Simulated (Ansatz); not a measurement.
The cluster B₈H₁₃⁻, relaxed as a singlet with RKS r2SCAN-D4/def2-SVPD in Ansatz, starting from the GFN1-xTB geometry. Force threshold 0.02 eV/Å.

Another isomer (singlet) lies 1.61 eV lower at PBE0-D4/def2-TZVPD; other spin states weren't run for this one.

Start:

Cartesian coordinates in Å:
```
B 0.2525 0.9164 2.1374
B -1.5582 -0.4927 -1.6257
B 0.1186 -1.6590 -1.5786
B 0.1858 -0.1352 -0.9081
B -0.6224 -0.0095 1.0637
B 1.0935 -0.3723 0.5808
B 1.7120 1.5050 1.6718
B -1.3529 0.7211 -0.2183
H 2.6995 1.3206 2.3362
H -1.7591 0.0481 -2.6695
H -0.2271 1.0049 3.2369
H 0.3876 -1.8622 -2.7313
H -1.1299 -1.0788 1.3004
H -1.5802 1.8586 -0.4959
H 0.6732 0.7812 -1.5118
H 1.6194 -1.3495 1.0222
H 1.7751 2.5218 1.0307
H -1.9054 -1.6554 -1.6016
H 0.0598 -2.6466 -0.9076
H -2.3994 0.0024 -0.7184
H 1.9577 0.5810 0.5866
```

```csv
step,energy (eV),largest force component (eV/Å),SCF passes
1,-5613.8120,2.103,19
2,-5614.4924,1.677,25
3,-5615.0049,0.988,24
4,-5615.2667,0.529,25
5,-5615.3703,0.289,20
6,-5615.3932,0.416,20
7,-5615.4177,0.136,20
8,-5615.4351,0.150,20
9,-5615.4628,0.324,20
10,-5615.5226,0.371,19
11,-5615.5759,0.309,21
12,-5615.5852,0.309,20
13,-5615.5905,0.142,20
14 (rejected),-5615.5888,0.126,20
15,-5615.5927,0.025,21
16,-5615.5930,0.011,21
```

Force components are those of the run's own axes.

End:

```tsv
atom	x (Å)	y (Å)	z (Å)
B1	0.3548	0.8403	2.0769
B2	-1.3521	-0.3114	-1.7208
B3	-0.2387	-1.6806	-1.5226
B4	0.0990	-0.0455	-0.8070
B5	-0.5950	0.0402	0.9094
B6	1.1083	-0.2499	0.8866
B7	1.8875	1.1650	1.5837
B8	-1.3957	0.7927	-0.3707
H9	2.9126	1.5271	2.0951
H10	-1.6296	0.0603	-2.8359
H11	0.0755	0.9801	3.2422
H12	0.1515	-2.0310	-2.6203
H13	-1.0564	-1.0518	1.1968
H14	-1.7530	1.9246	-0.5945
H15	0.8754	0.6946	-1.3697
H16	1.7064	-1.2848	1.0443
H17	0.9051	2.0390	1.5312
H18	-1.5822	-1.6519	-1.6640
H19	-0.1558	-2.4876	-0.6266
H20	-2.3528	-0.0343	-0.8196
H21	2.0350	0.7649	0.3856
```

Bonds lost: B6–H21 (atoms count from 1). Bonds formed: B1–B6, B3–H18, B4–B5, B6–B7 (atoms count from 1).

No frequencies were taken in this run, so the end may be a saddle point.

It took 1.9 min on 4 threads of Arm Neoverse V1 on a shared host.
